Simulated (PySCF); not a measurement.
# Two-component Hartree-Fock for Cd³⁺ (cadmium, charge +3)

Start: [Kr] 4d8 5s1; 4d3/2 filled at m_j = -1/2, +1/2, +3/2; 4d5/2 filled at m_j = -3/2, -1/2, +1/2, +3/2, +5/2; 5s1/2 filled at m_j = +1/2. Calculated with PySCF 2.14 in x2c-TZVPall-2c: generalised Hartree-Fock with the X2C-1e Hamiltonian and a Gaussian nucleus; one run each with spin-orbit coupling (SO) switched off, then screened by Boettger's factors. This is a chosen level, not necessarily the ground level.

```json
{"spinor shell": "1s1/2", "electrons": "2", "ε, spin-free (eV)": "-26889.5", "ε, screened SO (eV)": "-26887.2", "weight of nominal j (screened SO)": "1.000", "rms radius, screened SO (bohr)": "0.0348"}
{"spinor shell": "2s1/2", "electrons": "2", "ε, spin-free (eV)": "-4117.7", "ε, screened SO (eV)": "-4117.0", "weight of nominal j (screened SO)": "1.000", "rms radius, screened SO (bohr)": "0.142"}
{"spinor shell": "2p1/2", "electrons": "2", "ε, spin-free (eV)": "-3692.1", "ε, screened SO (eV)": "-3825.5", "weight of nominal j (screened SO)": "1.000", "rms radius, screened SO (bohr)": "0.124"}
{"spinor shell": "2p3/2", "electrons": "4", "ε, spin-free (eV)": "-3692.1", "ε, screened SO (eV)": "-3630.7", "weight of nominal j (screened SO)": "1.000", "rms radius, screened SO (bohr)": "0.128"}
{"spinor shell": "3s1/2", "electrons": "2", "ε, spin-free (eV)": "-840.83", "ε, screened SO (eV)": "-840.60", "weight of nominal j (screened SO)": "1.000", "rms radius, screened SO (bohr)": "0.381"}
{"spinor shell": "3p1/2", "electrons": "2", "ε, spin-free (eV)": "-697.74", "ε, screened SO (eV)": "-722.36", "weight of nominal j (screened SO)": "1.000", "rms radius, screened SO (bohr)": "0.375"}
{"spinor shell": "3p3/2", "electrons": "4", "ε, spin-free (eV)": "-697.74", "ε, screened SO (eV)": "-686.25", "weight of nominal j (screened SO)": "1.000", "rms radius, screened SO (bohr)": "0.386"}
{"spinor shell": "3d3/2", "electrons": "4", "ε, spin-free (eV)": "-474.38", "ε, screened SO (eV)": "-478.87", "weight of nominal j (screened SO)": "0.997", "rms radius, screened SO (bohr)": "0.361"}
{"spinor shell": "3d5/2", "electrons": "6", "ε, spin-free (eV)": "-474.38", "ε, screened SO (eV)": "-471.11", "weight of nominal j (screened SO)": "0.998", "rms radius, screened SO (bohr)": "0.365"}
{"spinor shell": "4s1/2", "electrons": "2", "ε, spin-free (eV)": "-170.56", "ε, screened SO (eV)": "-170.48", "weight of nominal j (screened SO)": "1.000", "rms radius, screened SO (bohr)": "0.932"}
{"spinor shell": "4p1/2", "electrons": "2", "ε, spin-free (eV)": "-125.33", "ε, screened SO (eV)": "-131.23", "weight of nominal j (screened SO)": "0.955", "rms radius, screened SO (bohr)": "0.996"}
{"spinor shell": "4p3/2", "electrons": "4", "ε, spin-free (eV)": "-125.33", "ε, screened SO (eV)": "-122.48", "weight of nominal j (screened SO)": "0.977", "rms radius, screened SO (bohr)": "1.02"}
{"spinor shell": "4d5/2", "electrons": "5", "ε, spin-free (eV)": "-60.117", "ε, screened SO (eV)": "-59.986", "weight of nominal j (screened SO)": "0.617", "rms radius, screened SO (bohr)": "1.25"}
{"spinor shell": "4d3/2", "electrons": "3", "ε, spin-free (eV)": "-60.117", "ε, screened SO (eV)": "-60.395", "weight of nominal j (screened SO)": "0.650", "rms radius, screened SO (bohr)": "1.25"}
{"spinor shell": "5s1/2", "electrons": "1", "ε, spin-free (eV)": "-37.478", "ε, screened SO (eV)": "-37.472", "weight of nominal j (screened SO)": "1.000", "rms radius, screened SO (bohr)": "2.54"}
```

```
   quantity    spin-free  screened SO
E (hartree)  -5588.10742  -5589.25074
        M_J          9/2          9/2
       ⟨J²⟩       24.755       24.755
       ⟨L²⟩       12.005       12.083
       ⟨S²⟩        3.750        3.741
```

Each row is a mean over spinors that exchange with the open shell spreads, by up to 9.514 eV (4p3/2).

Rows whose weight is well below 1 are mixtures of j = l ± 1/2: exchange outweighs spin-orbit coupling there, and the label is only the starting occupation.

Breit and QED terms are absent; they matter most for the inner s and p1/2 levels.

Densities and radii are taken from the X2C orbitals without a picture-change correction, which distorts them close to the nucleus.

Without spin-orbit coupling the j labels of p, d and f shells carry no meaning; the spin-free column gives the mean over the occupied spinors of each nl shell.
